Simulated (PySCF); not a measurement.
silene (CH4Si), SMILES [SiH2]=C. Coordinates come from a PBE-D3(BJ)/def2-TZVP optimisation.

Computed equilibrium geometry at PBE-D3(BJ)/def2-TZVP (PySCF confirms it by a frequency run) as bond lengths and angles, and its point group:
point group C2v.
Atoms: C1 Si2 H3 H4 H5 H6. Bonded distances (Å): C1–Si2 1.713, C1–H3 1.091, C1–H4 1.091, Si2–H5 1.487, Si2–H6 1.487. Angles (°): Si2–C1–H3 122.1, Si2–C1–H4 122.1, H3–C1–H4 115.8, C1–Si2–H5 122.5, C1–Si2–H6 122.5, H5–Si2–H6 115.0.
Charge 0, spin multiplicity 1.
